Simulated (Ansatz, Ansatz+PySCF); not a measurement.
```xyz
4

N     0.0000    0.0000   -0.4711
H     0.0000    0.0000    3.2974
H    30.0000    0.0000   -0.8282
F    30.0000    0.0000    0.0920
```

Basis set: 6-31G (spherical functions). Frozen core: 2 orbitals. Charge 0, multiplicity 3.

Computed with Ansatz (development build ahead of 0.2.0); each method stands on the lowest determinant of its kind that the runs found.

The atomization energy at this shape (free ground-state atoms in the same class of orbitals less the molecule, no zero-point energy) of triplet NH2F in separate pieces:

```csv
method,atomization energy
UHF-MP2,454.2 kJ/mol
UHF,326.6 kJ/mol
```

**Question.** What does UHF-CCSD(T) give?

**Answer.** 446.3 kJ/mol. Caution: the unrestricted determinant is a mixture of spin states. Caution for UHF-CCSD(T), UHF-MP2: bonds are stretched, where a single reference can fail.

This basis has no polarisation functions and is too small for such energies, which can lie far from measured ones in either direction.
